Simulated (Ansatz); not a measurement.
Mulliken charges of GeH$_{4}$OSi (`[SiH3][O][GeH]`) from r2SCAN/def2-TZVPP in Ansatz (PBE0-D4/def2-TZVP geometry).

```
atom   x (Å)   y (Å)   z (Å)  charge (e)
 Si1  -0.742   0.651  -0.297       0.470
  O2   0.534  -0.139   0.374      -0.472
 Ge3   1.261  -1.756   0.134       0.344
  H4  -1.409  -0.198  -1.324      -0.080
  H5  -0.261   1.901  -0.938      -0.084
  H6  -1.723   0.988   0.766      -0.084
  H7   2.401  -1.515   1.238      -0.094
```

Question: By hand: the dipole of these point charges (1 e Å = 4.8032 D).

Answer: Σ q r = (-0.113, -0.317, -0.266) e Å, of length 0.429 e Å = 2.06 D.

Question: How does the dipole of the full density compare? (Estimate.)

Answer: The calculation gave: (0.003, -0.132, -0.068) e Å, 0.71 D; the point charges give 2.90 times that, at 21° from its direction.

Point charges leave out the atoms' own dipoles, such as those of lone pairs, and Mulliken's split depends on the basis, so the two needn't agree.
